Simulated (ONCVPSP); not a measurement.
**Building the ONCV potential for magnesium (Mg) (LDA (Perdew-Wang 92), scalar-relativistic).**

ONCVPSP 4.0.1 input, shortened (lines: element, Z, core and valence counts, functional; n l f; lmax; l rc ep ncon nbas qcut; lloc lpopt rc5 dvloc0; l nproj debl; icmod fcfact rcfact), LDA (Perdew-Wang 92), scalar-relativistic:

```
  Mg 12.00    1    3  -001012      upf
    1    0    2.00
    2    0    2.00
    2    1    6.00
    3    0    2.00
    1
    0    0.95    0.00    4    9    9.90
    1    0.60    0.00    4    7   14.40
    4    5    0.45    0.00
    0    2    0.50
    1    1    1.70
    0    0.00    0.00
```

Poles of the logarithmic derivatives, all-electron (AE) and pseudo (PS). s: poles at -0.9 (AE) and -0.9 (PS) Ha. p: poles at no energy (AE) and no energy (PS) Ha. Test radii: s 0.96, p 0.61 bohr.

* Cutoffs needed: 346 Ha and 423 Ha (the cutoffs (Ha) at which the residual kinetic energy of the hardest occupied pseudo-wave falls to 1 and 0.1 mHa per electron)
* Ghost test: no bound ghost flagged; no localised positive-energy state flagged
* Largest excitation error: -2.1 meV (all-electron minus pseudo) for 2s2 2p6 3s1 3p1, out of 4 test configurations
